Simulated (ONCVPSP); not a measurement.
Pseudopotentials across the periodic table

Generated with ld1.x 7.5 (TM, RRKJ, ultrasoft, PAW), atompaw 4.2 or ONCVPSP 4.0.1. The cutoff is in Ry: for ld1.x and atompaw files where the sum of valence levels is converged to 10 mRy in a Bessel basis, for ONCV files where the hardest occupied wave has 1 mHa per electron of residual kinetic energy. The error is the largest all-electron minus pseudo excitation energy over each file’s own four to seven test configurations (ionisations up to +4, promotions, holes and added fractions of an electron), all of which were solved. The labels leave out finer settings (local radius, basis sizes, second energies), which also bear on the numbers. Spin-polarised tests are not counted. The rows are a selection from randomly drawn settings: files with unsolved tests, undetermined cutoffs or missed reference levels are left out.

A true bound ghost makes a file unfit for plane-wave use even where its test errors are small: the radial tests pick states by their node count and pass the ghost by.

| element | potential | cutoff (Ry) | largest error (meV) | bound ghosts |
| --- | --- | --- | --- | --- |
| Sc | ONCV, PBE, scalar-relativistic, rc 2.15/2.30/1.45 (spd), local smoothed, core correction yes, reference 3s2 3p6 3d1 4s1.75 4p0.25, qcut 4.9/7.1/5.9, projectors 2/2/2 | 157 | -4.7 | none |
| Co | ONCV, PBE, non-relativistic, rc 1.55/0.85/0.85 (spd), local d, core correction yes, reference 3s2 3p6 3d8 4s1, qcut 8.4/8.6/15.8, projectors 2/1/0 | 203 | -3.2 | none |
| Se | ONCV, LDA (Perdew-Wang 92), scalar-relativistic, rc 1.60/1.60/1.85 (spd), local p, core correction yes, reference 4s1.5 4p4.5, qcut 3.3/4.8/4.8, projectors 2/0/3 | 114 | -555 | d |
| Se | ONCV, PBE, scalar-relativistic, rc 1.50/1.35/0.95/1.15 (spdf), local smoothed, core correction yes, reference 3d10 4s2 4p3.5, qcut 4.5/5.8/14.8/10.5, projectors 1/1/2/2 | 194 | +17 | s |
| Ru | ONCV, PBE, scalar-relativistic, rc 1.80/1.90/1.65 (spd), local d, core correction yes, reference 4s2 4p6 4d7 5s1, qcut 5.8/8.7/11.5, projectors 2/2/0 | 56 | +3.2 | none |
| Hf | ONCV, PBE, fully relativistic, rc 1.90/2.25/2.25 (spd), local smoothed, core correction yes, reference 5s2 5p6 5d2 6s1 6p1, qcut 7.6/5.2/7.3, projectors 2/2/3 | 35 | +18 | none |

Q: Fill in the row for As: ONCV, LDA (Perdew-Zunger), scalar-relativistic, rc 0.95/0.90/0.60 (spd), local smoothed, core correction yes, reference 3s2 3p6 3d10 4s2 4p3, qcut 10.2/16/13.4, projectors 3/2/2.

A: cutoff 1020 Ry, largest error +21 meV, bound ghosts: none.

Q: Fill in the row for Ce: ONCV, PBEsol, scalar-relativistic, rc 2.90/2.65/2.75/0.90 (spdf), local smoothed, core correction yes, reference 4f1 5s2 5p6 5d1 6s2, qcut 3.6/4.4/3.9/13.5, projectors 2/2/1/2.

A: cutoff 465 Ry, largest error -24 meV, bound ghosts: s, p, d.

Q: Fill in the row for Yb: ONCV, PBE, scalar-relativistic, rc 1.90/1.85/3.30/3.15 (spdf), local smoothed, core correction no, reference 5s2 5p6 5d1 6s1, qcut 6.5/7.7/4.4/3.3, projectors 2/3/2/2.

A: cutoff 44 Ry, largest error +87 meV, bound ghosts: none.
